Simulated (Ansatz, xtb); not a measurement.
Ranking isomers of C5H5FO

6 gas-phase structures of C5H5FO, from a drawn sample of its isomers (lower ones may exist). Each was relaxed with GFN2-xTB:

A. `Cc1cocc1F`, a singlet
B. `O=C1C=C(F)CC1`, a singlet
C. `FC1=CCOC=C1`, a singlet
D. `Cc1occc1F`, a singlet
E. `O=C1C=C[C@H](F)C1`, a singlet
F. `FC1=CCC=CO1`, a singlet

Question: Make a reasoned guess at their ranking by r2SCAN-D4/def2-SVP//GFN2-xTB single-point energy.

Answer: Calculated order at r2SCAN-D4/def2-SVP//GFN2-xTB: B (0.000), E (0.300), D (0.438), A (0.548), F (0.909), C (1.143) eV.

Energies above the lowest of each column, in eV; the last columns are at r2SCAN-D4/def2-SVP geometries and were run for some of them only (a dash: not run or not comparable):

```tsv
structure	GFN2-xTB	HF/STO-3G	r2SCAN-D4/def2-SVP//GFN2-xTB	r2SCAN-D4/def2-SVP	CCSD(T)/def2-SVP + ΔMP2/def2-TZVPP
B	0.283	0.055	0.000	0.000	0.000
E	0.531	0.411	0.300	0.294	0.130
D	0.000	0.000	0.438	0.430	0.500
A	0.039	0.096	0.548	0.541	–
F	0.655	0.584	0.909	–	–
C	0.844	0.933	1.143	–	–
```

CCSD(T)/def2-SVP + ΔMP2/def2-TZVPP puts B lowest of those it was run on; GFN2-xTB picks D, HF/STO-3G picks D. Flexible structures stand in one conformer each, not always the lowest. Frequencies (GFN2-xTB) were run for B, D, E alone. ΔMP2 is the change of the MP2 energy from the smaller to the larger basis.

Over these structures GFN2-xTB departs from r2SCAN-D4/def2-SVP//GFN2-xTB by 0.281 eV on average once a common shift is removed. A GFN2-xTB relaxation took about 0.086 s and the r2SCAN-D4/def2-SVP//GFN2-xTB energy about 1.9 s on a shared host (Ansatz 0.2.0, xtb 6.7.1).
